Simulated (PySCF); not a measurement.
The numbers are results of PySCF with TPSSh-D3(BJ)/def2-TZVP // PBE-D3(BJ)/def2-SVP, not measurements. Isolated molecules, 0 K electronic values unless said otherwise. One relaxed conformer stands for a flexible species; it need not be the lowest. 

Reference species: [W(NH2)6] (neutral, multiplicity 1).

The HOMO comes out as -5.47 eV and the HOMO–LUMO gap is 3.88 eV.

Changed species: [W(OH)3(NH2)3] (3 of 6 OH replaced by NH2; the reference has 6 of 6 OH replaced by NH2).

Q: What does the change do to the HOMO and HOMO–LUMO gap?

A: the HOMO falls by 0.63 eV, to -6.10 eV; the HOMO–LUMO gap decreases by 0.24 eV, to 3.64 eV.
